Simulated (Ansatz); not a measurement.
Consider the formal exchange of groups at the Al–S bond: `[BH2][AlH][S]C` + CH₄ → `[BH2][AlH][CH3]` + CH₃SH.

Gas-phase electronic energies from Ansatz, PBE0-D4/def2-TZVP geometries. CBS: MP2 limit from def2 TZ/QZ plus the TZ coupled-cluster correction, frozen cores. This one scheme is used for every species. Functionals use def2-TZVPP. B3LYP here is the variant with VWN-RPA as its local correlation; programs differ in this. One conformer a species, not always the lowest.

| level | ΔE (kJ/mol) | difference from CCSD(T)/CBS |
| --- | --- | --- |
| LDA (SPW92) | 118.7 | -5.4 |
| PBE-D4 | 123.1 | -1.0 |
| B3LYP-D4 | 124.2 | 0.1 |
| ωB97X-V | 120.3 | -3.8 |
| ωB97M-V | 120.0 | -4.1 |
| HF/def2-SVP | 125.3 | 1.2 |
| CCSD/def2-SVP | 124.9 | 0.8 |
| SCS-MP2/def2-TZVPP | 124.0 | -0.1 |
| HF/def2-QZVPP | 121.2 | -2.9 |
| SCS-MP2/def2-QZVPP | 124.8 | 0.7 |
| CCSD(T)/CBS | 124.1 | 0 |

Largest T1 diagnostic among the species: 0.011.

From BLYP to BHLYP (50 % exact exchange), in def2-TZVPP and without D4, ΔE moves by +3.2 kJ/mol. The D4 term adds +5.5 kJ/mol with B3LYP and +3.2 kJ/mol with PBE0; it sums over pairs of atoms, weighted by their polarisabilities, and B3LYP, whose exchange is more repulsive, gets the larger term.
